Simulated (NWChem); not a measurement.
System: C₃HClF₂; SMILES FC=C=C(F)Cl

Here is an NWChem input.

```
start job
memory heap 200 mb stack 900 mb global 1100 mb
geometry units angstroms noautoz
  F      0.309011    -2.880339    -0.443226
  C      0.075610    -1.951520     0.499879
  C     -0.168922    -0.684480     0.233850
  C     -0.394667     0.596104     0.033324
  F     -1.609326     1.125447    -0.136898
  Cl     0.849815     1.804099    -0.044218
  H      0.111921    -2.379451     1.518971
end
basis spherical
  F library def2-svp
  C library def2-svp
  Cl library def2-svp
  H library def2-svp
end
dft
  xc b3lyp
  iterations 150
  mulliken
end
task dft energy
```

The geometry was optimised at PBE-D3(BJ)/def2-SVP.

Task: Give the results of this calculation. (B3LYP/def2-SVP.) Quantities: energy (Ha); highest occupied level (eV); orbital gap (eV); dipole (D).

Result: 
```json
{
  "energy (Ha)": "-774.34",
  "highest occupied level (eV)": "-7.60",
  "orbital gap (eV)": "6.46",
  "dipole (D)": "1.34"
}
```
